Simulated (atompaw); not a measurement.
# boron (B): one change to a PAW (atompaw) potential, before and after

boron (B), PAW, made with atompaw 4.2.0.5 (LDA (PW92), scalar-relativistic). Core [He], reference 2s1 2p2. Waves: 2s (bound): rc 1.40 bohr; 2s channel at 2.7 Ry: rc 2.70 bohr; 2p (bound): rc 2.70 bohr; 2p channel at 0.25 Ry: rc 2.70 bohr. Local part: bessel scheme, radius 1.80 bohr. Core correction: smooth core density matched at 1.65 bohr. Augmentation charge: sinc compensation charge, radius 2.40 bohr; PAW radius 2.70 bohr; waves and projectors: custom rrkj vanderbiltortho.

All-electron outer shells of the reference configuration (LDA (PW92), scalar-relativistic, ld1.x):

```
shell  level (eV)  outermost node (bohr)  outermost maximum (bohr)
   1s     -179.69                      –                      0.21
   2s       -9.85                   0.46                      1.52
   2p       -4.15                      –                      1.53
```

Change: all radii scaled by about 1.18 (s 1.66, p 3.18 bohr); local potential bessel scheme, radius 2.12 bohr; augmentation sinc compensation charge, radius 2.84 bohr; PAW radius 3.18 bohr; waves and projectors: custom rrkj vanderbiltortho; core correction smooth core density matched at 1.94 bohr.

Cutoffs: the cutoffs (Ry, on a coarse ladder) from which the occupation-weighted sum of valence levels, in a spherical-Bessel basis at the reference potential, stays within 10 and 1 mRy of its value at 400 Ry; they do not see the model core or the augmentation charge, which bear on the density cutoff.

Task: What does the change do?

Result: The potential gets softer (8 Ry and 15 Ry → 6 Ry and 8 Ry); neither file shows a bound ghost. A larger radius leaves more room for a smooth pseudo-wave, so fewer plane waves are needed.

```json
{"quantity": "cutoff, loose", "base": "8 Ry", "changed": "6 Ry"}
{"quantity": "cutoff, tight", "base": "15 Ry", "changed": "8 Ry"}
{"quantity": "bound ghosts", "base": "none", "changed": "none"}
{"quantity": "lowest overlap eigenvalue by channel", "base": "s 0.65, p 1.00", "changed": "s 0.81, p 0.36"}
```

 The cutoffs see the waves, projectors and local potential, not the compensation charge or the core.
